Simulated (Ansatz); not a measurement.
Reaction (ligand exchange at the Si–O bond): `O[SiH2]OCS` + `[NH2][AlH2]` → `O[SiH2][NH][AlH2]` + `OCS`

Calculated with Ansatz (gas phase, PBE0-D4/def2-TZVP geometries, no zero-point term in ΔE). CCSD(T)/CBS adds triple-zeta CCSD(T) − MP2 to the extrapolated MP2 energy (def2 sets, frozen cores). This one scheme is used for every species. Functionals use def2-TZVPP. B3LYP here is the variant with VWN-RPA as its local correlation; programs differ in this. Each species was taken in one conformer, which may not be the lowest.

Is it downhill or uphill in electronic energy at CCSD(T)/CBS, and by how much? (An estimate is asked.)

The calculation gave: Uphill: ΔE = +52.0 kJ/mol.

What do these levels give: PBE-D4, B2PLYP, B3LYP, MP2/def2-TZVPP, SCS-MP2/def2-QZVPP, HF/CBS(def2)? (Best estimate.)

Computed: PBE-D4 53.9, B2PLYP 54.3, B3LYP 53.5, MP2/def2-TZVPP 53.5, SCS-MP2/def2-QZVPP 52.3, HF/CBS(def2) 49.9 kJ/mol.

Largest T1 diagnostic among the species: 0.012.

The D4 term adds +4.2 kJ/mol with B3LYP and +2.4 kJ/mol with PBE0; it sums over pairs of atoms, weighted by their polarisabilities, and B3LYP, whose exchange is more repulsive, gets the larger term.
